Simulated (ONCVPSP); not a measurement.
Configuration tests for Zn (ONCV)

zinc (Zn), optimised norm-conserving Vanderbilt (ONCV), made with ONCVPSP 4.0.1 (PBE, scalar-relativistic). Core [Ar], reference 3d10 4s2. Waves: 4s: rc 1.75 bohr, ncon 3, nbas 6, qcut 3 1/bohr, 2 projectors, debl 2 Ha; p scattering state at 0.11 Ha: rc 1.50 bohr, ncon 5, nbas 9, qcut 4.7 1/bohr, 2 projectors, debl 3.6 Ha; 3d: rc 1.40 bohr, ncon 3, nbas 8, qcut 10.9 1/bohr, 3 projectors, debl 0.5 Ha. Local part: polynomial inside 1.05 bohr (lpopt 2, dvloc0 6 Ha). Core correction: Teter function, fcfact 1.75, rcfact 1.35.

Energies are relative to the spin-unpolarised reference configuration 3d10 4s2; without spin polarisation the order of configurations can differ from experiment.

```csv
valence configuration,charge,ΔE all-electron (eV),error AE − PS (meV)
3d10 4s1,+1,9.889,+5.2
3d10 4s0,+2,28.331,+53
```

Problem. What are ΔE and the potential's error for 3d9 4s0?

Solution. ΔE = 68.865 eV all-electron; the error (AE − PS) is +140 meV.

Problem. What are ΔE and the potential's error for 3d10 4s1 4p1?

Solution. ΔE = 5.087 eV all-electron; the error (AE − PS) is +1.5 meV.

Levels in the configuration 3d10 4s0:

```tsv
level	all-electron (eV)	pseudo (eV)
3d	-30.856	-30.763
```

Note: ghosts flagged at negative energy: p at -61.3 eV; no localised positive-energy state flagged. A true bound ghost makes a file unfit for plane-wave use.
